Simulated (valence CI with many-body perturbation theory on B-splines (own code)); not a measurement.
## Cd XXVIII: M1 decay

Computed by configuration interaction combined with many-body perturbation theory (CI+MBPT): three valence electrons over a frozen Dirac-Fock core [Ar], radial functions for each j: 9 s, 9 p, 10 d, 8 f, 5 g, 3 h, 1 i, with the one-electron correlation potential Σ1, the two-electron term Σ2, the three-electron term Σ3, Breit, model QED; selected CI, second order for the rest (own B-spline code, finite nucleus).

The last digits are not significant, and no measured levels were compared; by estimate large intervals hold to a few tenths of a per cent, small ones and those within an open d or f shell to about a per cent. Only levels of the ground parity were solved; by the run's estimate the other parity begins above the list, which can be wrong where configurations are misplaced.

Lines 51 to 70 of 70 in falling wavelength, among levels below 45.017 eV, chosen from the decays that carry over 1 % of a level's rate. Wavelengths and rates use the calculated energies. S is in atomic units (e²a₀⁴ for E2 and M2, e²a₀⁶ for E3), for M1 in squared Bohr magnetons. Weak lines are less certain than strong ones. Lines between different terms over intervals too small for the method are left out, as are lines whose strength nearly cancels. The highest levels of a list are the least certain.

Names give the largest LS component (configuration and term), which can be under half, so a name can repeat, a term be missing and a line seem to break the LS rules; names also repeat where a configuration has a term twice. Letters in brackets count levels of one name in rising energy.

```
λ vac (nm)           Upper           Lower  Type   A (s⁻¹)  S (a.u.)
     62.70      3d3 2F_5/2      3d3 4F_7/2    M1  1.63e+02  8.92e-03
     62.45  3d3 2D_5/2 [a]      3d3 4F_5/2    M1  1.01e+03  5.50e-02
     60.64      3d3 2F_7/2      3d3 4F_7/2    M1  6.24e+02  4.13e-02
     60.49  3d3 2D_3/2 [b]      3d3 2P_1/2    M1  1.04e+03  3.41e-02
     60.22  3d3 2D_3/2 [a]      3d3 4F_3/2    M1  1.73e+03  5.59e-02
     56.99  3d3 2D_3/2 [b]  3d3 2D_3/2 [a]    M1  2.31e+03  6.33e-02
     56.74      3d3 2P_1/2      3d3 4F_3/2    M1  2.43e+02  3.30e-03
     54.62  3d3 2D_5/2 [b]  3d3 2D_3/2 [a]    M1  8.57e+03  3.11e-01
     51.60      3d3 2F_7/2      3d3 4F_5/2    M1  7.62e+02  3.11e-02
     51.38  3d3 2D_3/2 [b]      3d3 4P_5/2    M1  3.95e+02  7.96e-03
     49.60      3d3 2P_3/2      3d3 4F_5/2    M1  2.78e+03  5.04e-02
     49.52  3d3 2D_5/2 [a]      3d3 4F_3/2    M1  1.10e+02  2.97e-03
     49.45  3d3 2D_5/2 [b]      3d3 4P_5/2    M1  6.43e+03  1.73e-01
     46.94  3d3 2D_5/2 [b]      3d3 2G_7/2    M1  2.71e+03  6.23e-02
     43.44      3d3 2F_5/2      3d3 4F_3/2    M1  1.35e+03  2.46e-02
     41.32  3d3 2D_3/2 [b]      3d3 4P_1/2    M1  6.48e+02  6.78e-03
     41.08      3d3 2P_3/2      3d3 4F_3/2    M1  4.03e+02  4.14e-03
     38.99  3d3 2D_3/2 [b]      3d3 4P_3/2    M1  1.80e+03  1.58e-02
     35.91  3d3 2D_5/2 [b]      3d3 4F_7/2    M1  1.43e+03  1.47e-02
     33.36  3d3 2D_3/2 [b]      3d3 4F_5/2    M1  1.82e+03  1.00e-02
```
